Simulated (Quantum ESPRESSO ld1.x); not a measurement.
The numbers below are computed, except where a source is named.
Br IV, configuration [Ar] 3d10 4p4 (not the ground configuration). Code: ld1.x of Quantum ESPRESSO 7.5. Model: Dirac Kohn-Sham, LDA (Slater exchange, VWN5 correlation), spin-unpolarised, spherical densities, point nucleus; open shells fill j = l - 1/2 first. Some entries of the table are withheld. Estimate them.

orbital,occ.,eigenvalue (hartree),<1/r> (bohr^-1)
1s1/2,2,(1),35.61
2s1/2,2,-65.0984,7.943
2p1/2,2,(2),7.918
2p3/2,4,(3),7.658
3s1/2,2,-10.2333,(4)
3p1/2,2,(5),(6)
3p3/2,4,(7),(8)
3d3/2,4,-3.99815,2.172
3d5/2,6,-3.95786,2.156
4p1/2,2,-1.54281,0.7676
4p3/2,2,-1.51428,0.7542

Answer. 
(1) 1s1/2 eigenvalue (hartree): -489.999
(2) 2p1/2 eigenvalue (hartree): -58.8308
(3) 2p3/2 eigenvalue (hartree): -57.0882
(4) 3s1/2 <1/r> (bohr^-1): 2.605
(5) 3p1/2 eigenvalue (hartree): -8.05206
(6) 3p1/2 <1/r> (bohr^-1): 2.491
(7) 3p3/2 eigenvalue (hartree): -7.79989
(8) 3p3/2 <1/r> (bohr^-1): 2.428
